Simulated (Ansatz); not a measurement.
`B[SiH]1BS1` + `O[SiH]([SiH3])Cl` → `BO[SiH]([SiH3])Cl` + `B1[SiH2]S1`  (cleavage of the B–Si bond)

Gas-phase electronic energies from Ansatz, PBE0-D4/def2-TZVP geometries. CCSD(T)/CBS adds triple-zeta CCSD(T) − MP2 to the extrapolated MP2 energy (def2 sets, frozen cores). Functionals use def2-TZVPP. B3LYP here is the variant with VWN-RPA as its local correlation; programs differ in this. Each species was taken in one conformer, which may not be the lowest.

| level | ΔE (kcal/mol) |
| --- | --- |
| PBE-D4 | -28.4 |
| r2SCAN-D4 | -30.7 |
| B3LYP | -32.9 |
| SCS-MP2/def2-QZVPP | -34.7 |

Question: What does CCSD(T)/CBS give? (Estimate.)

Answer: Computed: -32.5 kcal/mol. The listed levels differ from it by 4.1, 1.8, -0.4, -2.2 kcal/mol.

Largest T1 diagnostic among the species: 0.020.

In def2-TZVPP, CCSD(T) changes the Hartree–Fock value by +4.4 kcal/mol (the triples alone add +0.7 kcal/mol) and MP2 by +3.3 kcal/mol. From PBE to PBE0 (25 % exact exchange), in def2-TZVPP and without D4, ΔE moves by −1.8 kcal/mol.
